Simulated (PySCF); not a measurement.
Species: C5H4FN.
Numbering: `[CH:1]#[C:2][C@H:3]([C:4]#[N:5])[CH2:6][F:7]` (hydrogens: H8 on C1; H9 on C3; H10, H11 on C6)

Cartesian coordinates in Å at the PBE0-D3(BJ)/def2-SVP level; atoms count from 1:
```xyz
11
C5H4FN angstrom
C      2.069   -0.907    0.845
C      1.165   -0.317    0.302
C      0.061    0.385   -0.351
C     -0.239    1.653    0.321
N     -0.516    2.645    0.847
C     -1.218   -0.465   -0.429
F     -0.962   -1.587   -1.152
H      2.876   -1.429    1.326
H      0.359    0.624   -1.389
H     -2.013    0.118   -0.921
H     -1.545   -0.745    0.585
```

Level: wB97X-D/def2-SVPD in PySCF, non-relativistic, on one gas-phase PBE0-D3(BJ)/def2-SVP geometry that isn't relaxed in the solvent. The solvent is an IEF-PCM continuum (Bondi radii, 1.10 Å for H, scaled by 1.2), and excitations are vertical TDDFT with non-equilibrium linear response and a frozen core. The model holds no explicit solvent molecules, cavitation or dispersion.

```tsv
run	E − E(gas) (kcal/mol)	HOMO (eV)	HOMO–LUMO gap (eV)	dipole (D)	lowest singlet (eV)	static polarisability (au)
gas	0.00	-10.51	12.13	2.12	6.54	61.2
P	-3.42	-10.41	12.09	2.36	6.54	67.8
Q	-7.17	-10.34	12.04	2.59	6.55	75.9
```

Q: The runs were made in cyclohexane and tetrahydrofuran. Which run belongs to which solvent?

A: P = cyclohexane, Q = tetrahydrofuran. The dielectric constants are 2.017 (cyclohexane), 7.426 (tetrahydrofuran), and the energy falls further as ε rises. The optical constants n² used for the excitations are 2.04, 1.97 in the same order. In this model the ground state sees the solvent through ε alone.

Q: How constant is the ratio of the lowering to (ε − 1)/(2ε + 1)?

A: 
```json
{"solvent": "cyclohexane", "(ε − 1)/(2ε + 1)": "0.202", "E − E(gas) (kcal/mol)": "-3.42", "ratio (kcal/mol)": "-16.9", "polarisation term (kcal/mol)": "-3.65"}
{"solvent": "tetrahydrofuran", "(ε − 1)/(2ε + 1)": "0.405", "E − E(gas) (kcal/mol)": "-7.17", "ratio (kcal/mol)": "-17.7", "polarisation term (kcal/mol)": "-8.20"}
```

The ratio changes by +4.5 % in size from cyclohexane to tetrahydrofuran. The polarisation term is half the interaction of the solute with the induced surface charges.

On one thread, Arm Neoverse V2 (aarch64), shared host with 192 logical CPUs at a one-minute load of 41, this took 18 s wall and 0.85 GiB of memory at its peak. This is the whole response run at wB97X-D/def2-SVPD in tetrahydrofuran, SCF included.

The pairwise dispersion term of wB97X-D wasn't added to the energies; at a given geometry it leaves orbitals and properties as they are.
